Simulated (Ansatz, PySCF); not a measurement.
Species: Al2H4, charge 0, multiplicity 1. SMILES: [AlH2][AlH2]
Coordinates optimised at B3LYP-D3(BJ)/def2-TZVP (Ansatz, a first-principles code):
```xyz
6

Al    -0.0012    -0.0150     1.2942
Al     0.0012     0.0150    -1.2942
H      1.3472    -0.0315     2.1375
H     -1.3512    -0.0180     2.1352
H      0.0088     1.3738    -2.1207
H     -0.0047    -1.3244    -2.1520
```
Charge 0, spin multiplicity 1.

Wanted: atomisation energy, in kcal/mol. Terms: atomisation electronic, to ground-state atoms; valence correlation only; open shells spin-unrestricted; spin-orbit terms left out; dispersion terms only where a functional's name holds one; non-relativistic. Basis-set limits of correlation are two-point, X^-3; Hartree-Fock from the larger set. First-principles rows: single points at B3LYP-D3(BJ) geometries (Ansatz).

| species | coefficient | E at BP86/def2-SVP (PySCF), Eh | E at M06-2X/def2-TZVPD (PySCF), Eh |
|---|---|---|---|
| [AlH2][AlH2] (Al2H4) | -1 | -487.09236 | -487.16778 |
| Al atom | +2 | -242.29827 | -242.34248 |
| H atom | +4 | -0.49913 | -0.49815 |

Coupled cluster (Ansatz) is a level with limits of its own, used here on species with T1 under 0.025 (0.045 for open shells) and stable references: CCSD(T)/CBS(cc-pV(T+d)Z,cc-pV(Q+d)Z). Value to compare with, CCSD(T)/CBS(cc-pV(T+d)Z,cc-pV(Q+d)Z) (Ansatz): 315.8 kcal/mol. 1 Eh = 627.5095 kcal/mol.

Problem. Work the quantity out at each level, and compare with CCSD(T)/CBS(cc-pV(T+d)Z,cc-pV(Q+d)Z) (Ansatz).

Solution. 
- BP86/def2-SVP: the sum of coefficient times E is 0.49930 Eh, or 313.32 kcal/mol. Result: 313.3 kcal/mol. Its difference against CCSD(T)/CBS(cc-pV(T+d)Z,cc-pV(Q+d)Z) (Ansatz) is -2.5 kcal/mol.
- M06-2X/def2-TZVPD: the sum of coefficient times E is 0.49022 Eh, or 307.62 kcal/mol. Result: 307.6 kcal/mol. Its difference against CCSD(T)/CBS(cc-pV(T+d)Z,cc-pV(Q+d)Z) (Ansatz) is -8.2 kcal/mol.
